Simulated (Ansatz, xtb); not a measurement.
# Isomers of C3H11BGeO in order of energy

3 gas-phase structures of C3H11BGeO, from a drawn sample of its isomers (lower ones may exist). Each was relaxed with GFN2-xTB; where two conformers were screened, the lower at r2SCAN-D4/def2-SVP is listed:

A. `[BH2][Ge@H]([CH2]C)[O]C`, a singlet
B. `[BH3-][O+]1CC[CH2][GeH2]1`, a singlet
C. `B[O][Ge]([CH3])([CH3])[CH3]`, a singlet

**Question.** Make a reasoned guess at their ranking by r2SCAN-D4/def2-SVP single-point energy.

**Answer.** Calculated order at r2SCAN-D4/def2-SVP: C (0.0), B (218.8), A (296.8) kJ/mol.

Energies above the lowest of each column, in kJ/mol; the last columns are at B3LYP-D3(BJ)/def2-SVP geometries:

| structure | GFN2-xTB | HF/STO-3G | r2SCAN-D4/def2-SVP | B3LYP-D3(BJ)/def2-SVP | CCSD(T)/def2-SVP + ΔMP2/def2-TZVPP |
| --- | --- | --- | --- | --- | --- |
| C | 0.0 | 0.0 | 0.0 | 0.0 | 0.0 |
| B | 112.6 | 137.1 | 218.8 | 228.1 | 242.8 |
| A | 197.7 | 326.5 | 296.8 | 295.6 | 305.7 |

Every level run on C puts it lowest or level with the lowest. Flexible structures stand in one conformer each, not always the lowest. The ΔMP2 step shifts differences by up to 21.1 kJ/mol, which makes them less sure. ΔMP2 is the change of the MP2 energy from the smaller to the larger basis.

Programs: Ansatz 0.2.0, xtb 6.7.1.
